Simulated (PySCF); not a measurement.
The multiplicity was assumed; other spin states weren't computed. def2 core potentials replace the inner electrons of Au.

Excitations are Tamm–Dancoff values on a coarser integration grid. The basis has no diffuse functions, so Rydberg states are missing or too high.

Z-matrix (Å, degrees):
```
Si
H 1 1.5046
H 1 1.5046 2 108.71
S 1 2.1656 2 113.40 3 127.12
Au 4 2.2763 1 101.22 2 -62.22
Si 1 2.3700 2 109.63 3 -119.82
H 6 1.5046 1 109.64 2 -60.33
H 6 1.5046 7 108.71 1 119.83
S 6 2.1656 7 113.41 8 127.13
Au 9 2.2763 6 101.22 7 -62.23
```
Charge 0, spin multiplicity 1.

Give the S1 excitation (TDA), HOMO–LUMO gap and LUMO at the level TPSSh-D3(BJ)/def2-TZVP // PBE-D3(BJ)/def2-SVP in PySCF.


```yaml
S1 excitation (TDA): 2.03 eV
HOMO–LUMO gap: 2.39 eV
LUMO: -3.79 eV
```
